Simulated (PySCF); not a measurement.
Cost against size for one kind of job: PBE0-D3(BJ)/def2-SVP geometry optimisation, gas phase in PySCF; work: geometry optimisation from a GFN2-xTB start shaken at random. Hardware: one thread of an Arm Neoverse V2, no GPU (shared host). The host was shared with other jobs, so the times are rough. Peak memory is the resident size of the whole Python process, interpreter and libraries included.

```tsv
species (SMILES)	atoms	electrons	basis functions	SCF cycles	gradient evaluations	wall time	peak memory
FP(F)(F)(F)F	6	60	88	84	14	32 s	0.37 GiB
O=C1OB(F)OC1=O	8	58	112	68	10	36 s	0.51 GiB
CC#[C][GeH2][O]C	14	72	142	60	9	71 s	0.55 GiB
C=C[Si@H](C)[GeH3]	15	74	142	39	6	59 s	0.57 GiB
C=C[SiH2][CH2][GeH3]	15	74	142	41	6	60 s	0.55 GiB
C=C1C[C@H]1[O][GeH3]	14	72	142	129	19	2.7 min	0.56 GiB
CO[SiH2]OCC(=O)O	16	72	156	49	7	?	?
B1NBN(C2CCC2)BN1	22	72	200	77	12	3.4 min	0.92 GiB
```

Task: Estimate the withheld figures.

Result: `CO[SiH2]OCC(=O)O`: 73 s, 0.61 GiB.

Task: With all rows, how does the wall time grow with the number of basis functions N?

Result: A straight line through log(time) against log(N) has slope 2.3 between N = 88 and 200, and the rows scatter about it by a factor of about 1.5 (standard error of the fit). This is a fit to these rows, whose iteration counts differ, not the method's formal scaling.

Task: Which species took longest, and how many times the shortest run?

Result: `B1NBN(C2CCC2)BN1`, at 3.4 min: about 6.4 times the shortest (32 s).
